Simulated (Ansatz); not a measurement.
Cost and result for the atomization energy of C4H10Si (`[SiH3]C1CCC1`) (15 atoms, 15 bonds).

```xyz
15

Si   -0.9433    1.6732    0.1313
C    -0.7475   -0.1863    0.0366
C     0.1639   -0.6712   -1.1220
C     1.3211   -0.7979   -0.1149
C     0.2930   -0.7673    1.0304
H    -1.7559    2.1770   -1.0105
H    -1.6097    2.0694    1.4028
H     0.3918    2.3329    0.0798
H    -1.7410   -0.6423    0.0759
H    -0.1570   -1.6450   -1.4995
H     0.3108   -0.0069   -1.9772
H     1.9636   -1.6758   -0.1927
H     1.9513    0.0933   -0.1129
H     0.0144   -1.7724    1.3556
H     0.5445   -0.1807    1.9174
```

Charge 0, multiplicity 1. The structure was optimised at the PBE0-D4/def2-TZVP level. Program: Ansatz. All runs use 4 threads of a server CPU on a shared host. Times are those of one run each, without the atoms' runs, and a repeat can differ threefold. Electronic energies, without spin–orbit coupling; frozen cores. CCSD(T)/CBS adds CCSD(T) − MP2 in def2-TZVPP to the MP2 limit, and its time is that of the two runs behind it. T1 = 0.010. B3LYP takes the VWN-RPA correlation (the form of Gaussian; ORCA's B3LYP/G). HSE06 is the plane-wave form, built on full-range PBE exchange.

CCSD(T)/CBS is a level of theory with its own doubt, some kJ/mol a heavy atom from the limit and from the frozen cores, so smaller differences don't rank the functionals.

```csv
level,functions,wall time
LDA (SPW92)/def2-TZVPP,306,2.4 s
revPBE-D4/def2-TZVPP,306,3 s
PBE-D4/def2-TZVPP (with forces),306,3.7 s
BHLYP-D4/def2-TZVPP,306,4.8 s
PBE0-D4/def2-TZVPP,306,5 s
HSE06-D4/def2-TZVPP,306,5.5 s
r2SCAN-D4/def2-TZVPP (with forces),306,7 s
r2SCANh-D4/def2-TZVPP,306,8 s
B3LYP-D4/def2-TZVPP (with forces),306,8 s
CCSD(T)/def2-SVP,124,11 s
MP2/def2-QZVPP,598,46 s
CCSD(T)/def2-TZVPP,306,15 min
CCSD(T)/CBS(def2),–,16 min
```

(1) What atomization energy does each give, and how far from CCSD(T)/CBS? (An estimate is asked.)

Answers

(1) The calculation gave: 
| level | atomization (kJ/mol) | difference from CCSD(T)/CBS | per bond |
| --- | --- | --- | --- |
| LDA (SPW92)/def2-TZVPP | 6413.5 | 732.8 | 48.9 |
| revPBE-D4/def2-TZVPP | 5655.6 | -25.1 | -1.7 |
| PBE-D4/def2-TZVPP (with forces) | 5761.4 | 80.7 | 5.4 |
| BHLYP-D4/def2-TZVPP | 5574.8 | -105.9 | -7.1 |
| PBE0-D4/def2-TZVPP | 5714.4 | 33.7 | 2.2 |
| HSE06-D4/def2-TZVPP | 5717.2 | 36.5 | 2.4 |
| r2SCAN-D4/def2-TZVPP (with forces) | 5689.7 | 9.0 | 0.6 |
| r2SCANh-D4/def2-TZVPP | 5673.2 | -7.5 | -0.5 |
| B3LYP-D4/def2-TZVPP (with forces) | 5680.6 | -0.1 | 0.0 |
| CCSD(T)/def2-SVP | 5450.7 | -230.0 | -15.3 |
| MP2/def2-QZVPP | 5673.5 | -7.2 | -0.5 |
| CCSD(T)/def2-TZVPP | 5560.9 | -119.8 | -8.0 |
| CCSD(T)/CBS(def2) | 5680.7 | 0.0 | 0.0 |

From BLYP to BHLYP (50 % exact exchange), in def2-TZVPP and without D4, the atomization energy moves by −26.6 kJ/mol: exact exchange takes away binding that semilocal exchange gives to molecules. The D4 term adds +51.6 kJ/mol with B3LYP and +27.1 kJ/mol with PBE0; it sums over pairs of atoms, weighted by their polarisabilities, and B3LYP, whose exchange is more repulsive, gets the larger term. Leaving LDA and LC-ωPBE aside and taking each functional with its dispersion term where it has one, the values spread over 186.6 kJ/mol, from BHLYP-D4 to PBE-D4. LDA lies +684.3 kJ/mol from PBE without D4, its usual overbinding.
